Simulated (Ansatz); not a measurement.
Ideal-gas functions of `F[Si](F)(S)Cl` at 298.15 K and 1 bar, from an Ansatz frequency run at PBE0-D4/def2-TZVP.

Molar mass 134.61 g/mol, point group C1 (symmetry number 1), electronic degeneracy 1, moments of inertia 170.213, 265.397, 310.685 u Å². Harmonic wavenumbers (cm⁻¹, unscaled): 123, 183, 208, 254, 301, 314, 495, 631, 769, 903, 983, 2706.

Use S(trans) = R[1.5 ln M + 2.5 ln T − 1.1517]; rotational temperatures θ = 24.2544 K / I; S(rot) = R[ln(√π/σ · √(T³/θAθBθC)) + 1.5]; for each mode x = 1.438777 ν̃/T, S = R[x/(eˣ − 1) − ln(1 − e⁻ˣ)] and H = RT x/(eˣ − 1); 1 cm⁻¹ = 0.0119627 kJ/mol; R = 8.31446 J/(mol·K).

Question: By hand: the entropy, in J/(mol·K).

Answer: Translation 170.0. Rotation: θ = 0.1425, 0.0914, 0.0781 K, giving 116.9. Vibration, mode by mode: 12.77, 9.61, 8.62, 7.12, 5.91, 5.61, 2.81, 1.67, 0.98, 0.58, 0.42, 0.00, in all 56.1. Electronic 0.0. Sum 343.0 J/(mol·K).

Question: By hand: H − E and G − E in kJ/mol, counted from the electronic energy.

Answer: Zero-point energy ½ × 7870 × 0.0119627 = 47.1; thermal vibration 9.7; translation, rotation and pV give 4 RT = 9.9. H − E = 66.7 kJ/mol, and G − E = 66.7 − 298.15 × 343.0/1000 = -35.6 kJ/mol.

Vibration gives 16 % of the entropy, 12.8 J/(mol·K) of it from the mode under 150 cm⁻¹: soft modes count most, and the harmonic formula is weakest for them. The sum counts one conformer and one mirror image; others add a mixing term.
